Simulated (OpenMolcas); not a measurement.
Nb4+: moving the ligands

Nb4+ with 6 ligands (bromide) in octahedral coordination (Oh) at 2.59 Å. A charge of +0.333 e stands 2.4 Å behind each ligand. Ligand basis ANO-RCC-VDZP.
```
Nb    0.0000    0.0000    0.0000
Br    2.5900    0.0000    0.0000
Br    0.0000    2.5900    0.0000
Br   -2.5900    0.0000    0.0000
Br    0.0000   -2.5900    0.0000
Br    0.0000    0.0000    2.5900
Br    0.0000    0.0000   -2.5900
```

```json
{"Program": "OpenMolcas 26.06", "Method": "CASSCF", "Basis": "ANO-RCC-VDZP [6s5p3d1f]", "Scalar Hamiltonian": "DKH2, point nucleus", "Active space": "1 electron in 5 orbitals (4d)", "State averaging": "2S+1 = 2 even, 5 roots", "Spin-orbit coupling": "RASSI with atomic mean-field integrals over the reference wave functions"}
```

Runs around this geometry, states (labels of O, the rotations of Oh). Energies in cm-1 above the lowest state or level, χT in cm3 K/mol; under a threefold ground state the first gap can be a small split of the lowest multiplet, not the spin-orbit step; 10Dq is the gap between the two states.

```
R (Å)  Ground state  First state of that spin   10Dq  First gap with spin-orbit (degeneracies)  χT at 300 K
 2.51           2T2                  2E 21968  21968                               1008 (4, 2)        0.148
 2.59           2T2                  2E 19301  19301                               1016 (4, 2)        0.148
 2.66           2T2                  2E 17263  17263                               1020 (4, 2)        0.148
```

Taking |10Dq| as R^-n, n = -ln(17263 / 21968) / ln(2.66 / 2.51) = 4.2 between the shortest and longest distance. The point-charge formula for a cubic d site gives n = 5.

An orbital triplet at a regular site is open to Jahn-Teller coupling, which can distort the site and quench the lowest spin-orbit gaps and is left out. With metal d orbitals alone the field can be off either way by tens of per cent. Ligand-to-metal charge-transfer states are missing. The least metal-like active orbital is 67 % on the metal (Löwdin) and no ligand orbital is active, so the numbers are rough (holds for R = 2.51). The least metal-like active orbital is 69 % on the metal (Löwdin) and no ligand orbital is active, so the numbers are rough (holds for R = 2.59). The least metal-like active orbital is 71 % on the metal (Löwdin) and no ligand orbital is active, so the numbers are rough (holds for R = 2.66). No measured value stands beside these numbers; the geometry was imposed, not optimised, and the real ion may take another.
